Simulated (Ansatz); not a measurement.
System: dimethylaminoboronic acid, C2H8BNO2, charge 0, multiplicity 1. 
Structure (B3LYP-D3(BJ)/def2-TZVP (Ansatz, an electronic-structure program) minimum search):
SMILES: CN(C)B(O)O
```xyz
14

C     -1.4245     0.1986    -1.2036
N     -0.6272    -0.1305    -0.0405
C     -1.3650    -0.7789     1.0234
B      0.7496     0.1559     0.0484
O      1.4260    -0.1994     1.2062
O      1.3663     0.7803    -1.0258
H     -2.2448     0.8768    -0.9388
H     -0.8080     0.6804    -1.9576
H     -1.8709    -0.7022    -1.6419
H     -0.7060    -0.9953     1.8598
H     -2.1829    -0.1411     1.3800
H     -1.8090    -1.7201     0.6769
H      2.3600     0.0170     1.2169
H      2.3030     0.9531    -0.9156
```
Charge 0, spin multiplicity 1.

Wanted: vertical ionisation energy (to the doublet state of charge +1; each state is the SCF solution reached for its spin), in eV. Cores are frozen in the correlated levels unless marked. UHF or UKS for open shells. Spin-orbit coupling is left out. Non-relativistic. CBS(X,Y): correlation extrapolated as X^-3; Hartree-Fock from the larger set.

```
level                                program  vertical ionisation energy (eV)
-----------------------------------  -------  -------------------------------
HF/aug-cc-pVQZ                        Ansatz                             7.44
B3LYP/def2-TZVPD                      Ansatz                             8.49
wB97M-V/def2-TZVPD                    Ansatz                             8.58
MP2/aug-cc-pVDZ                       Ansatz                             8.76
RI-MP2/aug-cc-pVTZ                    Ansatz                             8.93
RI-MP2/aug-cc-pVQZ                    Ansatz                             8.99
RI-MP2/CBS(aug-cc-pVTZ,aug-cc-pVQZ)   Ansatz                             9.03
SCS-MP2/aug-cc-pVDZ                   Ansatz                             8.70
CCSD(T)/aug-cc-pVDZ                   Ansatz                             8.53
```
